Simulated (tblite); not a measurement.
Species: C6H5O2 (doublet state).
Z-matrix (Å and degrees, GFN2-xTB geometry), rows numbered from 1:
```
O 
C   1  1.3762
C   2  1.3635  1  125.69
C   3  1.3627  2  124.88  1   179.94
C   4  1.3926  3  117.30  2     0.10
C   5  1.3827  4  120.32  3    -0.10
C   6  1.3858  5  120.88  4     0.02
O   7  1.3563  2  119.77  1    -0.07
H   1  0.9626  2  108.68  3    -0.09
H   4  1.0781  3  121.83  2  -179.92
H   5  1.0792  4  119.46  3   179.98
H   6  1.0784  5  120.89  4  -179.97
H   8  0.9675  7  107.98  2    -0.20
```

Calculated harmonic vibrations of the isolated species, GFN2-xTB (tblite), most abundant isotopes, no scaling. This tight-binding method is rough: wavenumbers can miss measured ones by several per cent, in bad cases by 10 to 20. One conformer, not necessarily the lowest. Open shells enter through the occupations alone, without spin polarisation, and single modes of such species can be off by tens of per cent.

Harmonic wavenumbers (cm⁻¹): 166.5, 263.3, 274.9, 366.9, 408.2, 452.1, 468.4, 496.7, 507.7, 552.8, 624.9, 743.7, 794.2, 799.0, 856.7, 882.3, 1050.8, 1081.7, 1129.4, 1154.0, 1200.9, 1222.4, 1288.9, 1305.2, 1421.7, 1493.7, 1524.8, 1617.2, 3080.0, 3092.5, 3107.6, 3480.4, 3558.2.

A = 3578, B = 2257, C = 1384 MHz; mass 109.029 u (most abundant isotopes); point group Cs, symmetry number 1; spin multiplicity 2.

Task: Zero-point energy?

Result: Half the sum of the wavenumbers: 20234 cm⁻¹ = 242.05 kJ/mol.

Task: Give the ideal-gas entropy at 298.15 K and 1 bar in the rigid-rotor, harmonic-oscillator model (classical rotation).

Result: Translation 167.37, rotation 116.13, vibration 54.03, spin (R ln 2) 5.76: S = 343.3 J/(mol K).

Task: And Cp and H(298.15 K) − H(0)?

Result: Cp = 120.55 J/(mol K), of which vibrations give 87.30 (their classical limit is 33 R = 274.4); H(298.15 K) − H(0) = 20.47 kJ/mol without the zero-point energy, 10.55 from vibrations.

Task: What must be added to the electronic energy to get the Gibbs energy at 298.15 K and 1 bar?

Result: ZPE + [H(298.15 K) − H(0)] − T·S = 242.05 + 20.47 − 102.35 = 160.17 kJ/mol.

Task: How do the functions run with temperature in this model?

Result: 
```csv
T (K),S (J/(mol K)),Cp (J/(mol K)),H − H(0) (kJ/mol),G − H(0) (kJ/mol),ln q(vib)
100,258.2,47.9,3.73,-22.09,0.15
200,302.6,85.2,10.34,-50.17,0.98
300,344.0,121.2,20.69,-82.52,2.27
500,420.0,176.9,50.91,-159.09,5.41
800,514.6,224.1,111.86,-299.83,10.34
1000,566.8,242.8,158.67,-408.10,13.45
```

q(vib) and H(0) count from the zero-point level.

Task: Which modes carry the vibrational entropy at 298.15 K?

Result: 166.5 cm⁻¹: 10.35; 263.3 cm⁻¹: 6.86; 274.9 cm⁻¹: 6.55; 366.9 cm⁻¹: 4.57; 408.2 cm⁻¹: 3.90; 452.1 cm⁻¹: 3.30 J/(mol K); the other 27 give 18.48 together.

Hindered rotation and anharmonicity are outside this model. Other conformers, if any are populated, would add a mixing term that is left out.

On one thread, Arm Neoverse V1 (aarch64) (shared host), this took 0.34 s wall. This covers the Hessian and the dipole derivatives.
